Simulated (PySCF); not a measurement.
**Stretching ZnO⁺**

Set-up: PySCF, spin-free X2C with a Gaussian nucleus, basis sets Zn jorge-DZP-DKH, O jorge-DZP-DKH. Energies in eV from Zn⁺ + O in their ground configurations at the same level. State: ²Π (doublet), unpaired electrons π ↑.

All columns are PBE0. A positive dipole points towards O; it is taken about the centre of mass and depends on that origin.

```
R (Å)  E (eV)  μ (D)  Mulliken charge on Zn (basis-dependent)  HOMO (eV)  LUMO (eV)  Mayer bond order  ⟨S²⟩
1.545  -0.621  -4.31                                     1.17     -15.87     -11.47              1.36  0.76
1.617  -1.156  -4.41                                     1.17     -15.62     -11.21              1.30  0.76
1.689  -1.444  -4.48                                     1.17     -15.39     -11.29              1.25  0.77
1.743  -1.543  -4.51                                     1.17     -15.24     -11.34              1.22  0.78
1.797  -1.568  -4.51                                     1.17     -15.11     -11.38              1.18  0.79
1.851  -1.538  -4.49                                     1.17     -14.99     -11.42              1.14  0.81
1.923  -1.441  -4.40                                     1.16     -14.88     -11.46              1.09  0.85
2.013  -1.267  -4.18                                     1.14     -14.81     -11.48              0.99  0.94
2.120  -1.039  -3.82                                     1.11     -14.78     -11.47              0.84  1.08
2.264  -0.760  -3.35                                     1.07     -14.77     -11.46              0.64  1.27
```

A fit through these points gives, at Re = 1.792 Å, μ = -4.51 D and dμ/dR = 0.0618 D/Å; the reduced mass is 12.79 u.

How strong is the fundamental in the double-harmonic approximation, I = 42.26·(dμ/dR)²/μred km/mol?

I = 42.26·(0.0618)²/12.79 = 0.0126 km/mol at PBE0.

⟨S²⟩ of the unrestricted solution departs from its pure value on part of the curve, where spin states mix. For an ion De counts to the pair picked by the measured ionisation energies or electron affinities, which need not be the lowest pair at this level. The state was picked by a PBE0 search and need not be the measured ground state.
